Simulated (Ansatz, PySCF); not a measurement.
Gas-phase reaction in SMILES: [Br][GeH2][Br] [dibromogermane] → [Br][GeH-][Br] + H+
Each molecule is optimised on its own at B3LYP-D3(BJ)/def2-TZVP (Ansatz, an electronic-structure program).
Geometry of the first species:
```
Ge
H 1 1.5303
H 1 1.5303 2 115.15
Br 1 2.3163 2 108.09 3 -120.94
Br 1 2.3163 2 108.09 3 120.94
```

Quantity: gas-phase deprotonation energy (enthalpy at 298 K, with B3LYP-D3(BJ) rigid-rotor harmonic-oscillator terms from PySCF), in kcal/mol. Correlated levels leave the core frozen unless marked. Spin-orbit coupling is left out. The frozen core is the preceding noble-gas configuration, with the filled d and f shells of earlier blocks. No relativistic terms. Anions need diffuse functions: aug- sets have them; def2-D sets add few; the other sets have none. CBS marks a two-point X^-3 extrapolation of the correlation energy; Hartree-Fock from the larger set. The bracket is a focal-point correction in the basis named.

```csv
level,program,gas-phase deprotonation energy (kcal/mol),minus last row
HF/cc-pVDZ,Ansatz,326.7,2.9
HF/cc-pVTZ,Ansatz,327.2,3.4
HF/aug-cc-pVQZ,Ansatz,326.7,2.9
revPBE-D3(BJ)/def2-TZVPD,Ansatz + dftd3,321.1,-2.7
revPBE-D4/def2-TZVPD,Ansatz + dftd4,320.6,-3.2
B97M-V/def2-TZVPD,Ansatz,324.7,0.9
B3LYP/def2-TZVPD,Ansatz,318.3,-5.5
PBE0/def2-SVP,Ansatz,326.8,3.0
PBE0-D3(BJ)/def2-TZVP,Ansatz + dftd3,324.2,0.4
PBE0-D4/def2-TZVP,Ansatz + dftd4,323.9,0.1
PBE0-D4/def2-TZVPD,Ansatz + dftd4,322.5,-1.3
PBE0/def2-TZVPD,Ansatz,322.4,-1.4
HSE06-D3(BJ)/def2-TZVPD,Ansatz + dftd3,322.6,-1.2
MP2/cc-pVQZ,Ansatz,325.5,1.7
MP2/cc-pV5Z,Ansatz,324.8,1.0
SCS-MP2/6-31G,Ansatz,311.0,-12.8
SCS-MP2/6-31G*,Ansatz,321.8,-2.0
SCS-MP2/aug-cc-pVDZ,Ansatz,321.9,-1.9
SCS-MP2/cc-pV5Z,Ansatz,326.5,2.7
"RI-MP2/CBS(aug-cc-pVTZ,aug-cc-pVQZ)+[CCSD(T)-MP2]/aug-cc-pVQZ",Ansatz,323.8,0.0
"CCSD(T)/CBS(aug-cc-pVTZ,aug-cc-pVQZ)",Ansatz,323.8,0.0
```
